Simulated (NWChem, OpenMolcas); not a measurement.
**Predicting a hybrid from its neighbours: SnCl2**

SnCl2: 3 atoms, total charge 0, spin state singlet. As SMILES, `[Cl][Sn][Cl]`. The shape is that of a PBE0-D4/def2-TZVP optimisation.

The HOMO–LUMO gap y, in eV, basis def2-SVP with a core potential; a is the functional's share of exact exchange. Programs: NWChem 7.3.0, OpenMolcas 26.06.

| functional | program | a | y (eV) |
| --- | --- | --- | --- |
| TPSS | OpenMolcas | 0 | 3.27 |
| r2SCAN | OpenMolcas | 0 | 3.48 |
| B3LYP | OpenMolcas | 0.2 | ? |
| PBE0 | NWChem | 0.25 | 4.86 |
| BHLYP | OpenMolcas | 0.5 | 6.49 |

Task: Fit y = c + s·a to the known rows and predict B3LYP.

Result: 
1. Means of the 4 rows: a = 0.1875, y = 4.525.
2. Σ(Δa)² = 0.17188, Σ(Δa·Δy) = 1.0663, so the slope is 1.0663/0.17188 = 6.2037.
3. Intercept: 4.525 − (6.2037) × 0.1875 = 3.362. The largest residual of the fit is 0.12.
4. B3LYP: 3.362 + (6.2037) × 0.2 = 4.60 eV.

The run gave 4.45 eV, so the prediction is off by +0.15 eV, more than the largest residual. Exact exchange lowers occupied levels and raises empty ones. The rows mix families of semi-local functionals, which the line can't see.
